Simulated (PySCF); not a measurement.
Species: 2-methylthieno[3,2-b]thiophene, C₇H₆S₂.
Atom-mapped SMILES: `[CH3:1][c:2]1[cH:3][c:4]2[s:5][cH:6][cH:7][c:8]2[s:9]1`

Probes without a nucleus sit at each ring's centroid and 1 Å off its mean plane on both sides; NICS is minus the shielding there, NICSzz its component along the normal. Level: GIAO PBE0/pcSseg-1 (PySCF, non-relativistic, gas phase) on the GFN2-xTB geometry, one conformer.

Rings: 1. C2–C3–C4–C8–S9; 2. C4–S5–C6–C7–C8.

```
set  NICS(0)  NICS(1), two faces  NICS(1)zz, two faces
  P    -10.1         -9.2 / -9.2         -19.5 / -19.5
  Q    -11.6       -10.2 / -10.2         -23.1 / -23.1
```

Which set (ppm) belongs to which ring?

P = 1, Q = 2.
- 1 (5-membered ring with S; formal bonds all aromatic): mean NICS(1)zz -19.5 ppm, shielded.
- 2 (5-membered ring with S; formal bonds all aromatic): mean NICS(1)zz -23.1 ppm, shielded. The ring is flat and has no four-coordinate atom; by the NICS criterion it is aromatic, though in fused rings the probe also feels the neighbouring ring.

How do the rings differ in shape?

| ring | bond lengths (Å) | rms pucker (Å) | HOMA | nearest outside atom to a NICS(1) probe (Å) |
| --- | --- | --- | --- | --- |
| 1 | 1.359, 1.411, 1.387, 1.729, 1.752 | 0.00 | 0.77 | hydrogen 2.52 |
| 2 | 1.727, 1.733, 1.357, 1.410, 1.387 | 0.00 | 0.82 | hydrogen 2.52 |

HOMA = 1 − mean of α(R − Ropt)² over the ring bonds, with Krygowski's 1993 parameters (CC: Ropt 1.388 Å, α 257.7 Å⁻²; CS: Ropt 1.677 Å, α 94.09 Å⁻²).
